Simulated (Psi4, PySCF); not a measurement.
The PySCF input:
```python
from pyscf import gto, scf, dft

mol = gto.Mole()
mol.atom = '''
    Si   -0.24845443   -0.32714290    0.45770159
    H    -0.88585188   -1.16646728   -0.57945722
    F     0.48491266    0.63849643   -0.64759612
'''
mol.basis = '6-31g*'
mol.verbose = 4
mol.build()

mf = dft.RKS(mol)
mf.xc = 'pbe0'
mf.grids.atom_grid = (99, 590)
mf.grids.prune = None
mf.kernel()
```

Question: Give the equivalent Psi4 input.

Answer: One answer among several that fit: 
```
memory 2 GB

molecule {
0 1
Si   -0.24845443   -0.32714290    0.45770159
H    -0.88585188   -1.16646728   -0.57945722
F     0.48491266    0.63849643   -0.64759612
}

set {
  basis 6-31g*
  scf_type pk
  puream true
  d_convergence 1e-8
  dft_radial_points 99
  dft_spherical_points 590
}

energy('pbe0')
print_variables()
```

Both were run: PySCF gave -389.678333 Eh and Psi4 -389.678333 Eh, 0.000 mEh apart.
